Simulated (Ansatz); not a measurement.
Conformers of C$_{2}$H$_{8}$ClNOSi (`CO[Si](C)(N)Cl`), each relaxed with PBE0-D4/def2-TZVP in Ansatz. CBS adds the triple-zeta coupled-cluster correction to the MP2 limit.

Not all of them had a frequency check.

Conformer A:

```xyz
14

C     0.697    1.544   -1.196
O     1.131    0.847   -0.049
Si    0.226   -0.267    0.729
C    -0.128   -1.786   -0.268
N    -1.252    0.443    1.200
Cl    1.427   -0.798    2.320
H     1.349    2.407   -1.336
H     0.763    0.912   -2.088
H    -0.336    1.893   -1.090
H    -0.694   -2.516    0.314
H    -0.705   -1.538   -1.163
H     0.807   -2.258   -0.578
H    -1.249    1.266    1.782
H    -2.037   -0.148    1.421
```

Conformer B:

Cartesian coordinates in Å:
```
C -0.180 -0.880 -2.045
O -0.736 -0.412 -0.836
Si 0.094 0.417 0.297
C -1.128 0.777 1.633
N 1.511 -0.399 0.768
Cl 0.801 2.188 -0.508
H -0.872 -1.601 -2.482
H 0.785 -1.370 -1.877
H -0.037 -0.056 -2.750
H -2.003 1.288 1.228
H -1.463 -0.154 2.099
H -0.679 1.406 2.404
H 2.405 0.060 0.789
H 1.501 -1.264 1.280
```

(1) Which is lowest in electronic energy at CCSD(T)/CBS (frozen core, def2 sets), and by how much? (Estimate.)

(2) Give the energies relative to B (kJ/mol) with r2SCAN-D4/def2-TZVPP, PBE0-D4/def2-TZVPP, ωB97X-V/def2-TZVPP, HF/def2-TZVPP, CCSD(T)/def2-TZVPP, MP2/def2-QZVPP, HF/CBS(def2). (Best estimate.)

Results:

(1) Computed: B; A lies 6.1 kJ/mol higher.

(2) Ansatz gave: 
| level | A |
| --- | --- |
| r2SCAN-D4/def2-TZVPP | 5.8 |
| PBE0-D4/def2-TZVPP | 5.9 |
| ωB97X-V/def2-TZVPP | 6.4 |
| HF/def2-TZVPP | 6.0 |
| CCSD(T)/def2-TZVPP | 5.7 |
| MP2/def2-QZVPP | 6.6 |
| HF/CBS(def2) | 6.0 |
